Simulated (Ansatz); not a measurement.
Ansatz results at the PBE0-D4/def2-TZVP geometry: ideal-gas entropy at 298 K and 1 bar (rigid rotor, harmonic PBE0-D4/def2-TZVP) 387 J/(mol·K); LUMO energy (PBE/def2-TZVPP) -1.90 eV; size of the dipole moment (B3LYP/def2-TZVPP) 1.58 D.

Each molecule was computed in one conformer, which needn't be the lowest.

**Question.** Which molecule gave them?
A. `[NH2][Ga]([F])[SiH2]F`
B. `OC[SiH2]Br`
C. `CC(C)=N`
D. `N=CC(F)F`

**Answer.** A. The others give `N=CC(F)F`: 302, -2.27, 1.82; `CC(C)=N`: 297, -0.90, 2.44; `OC[SiH2]Br`: 335, -1.17, 1.39.

B3LYP here is the variant with VWN-RPA as its local correlation; programs differ in this.
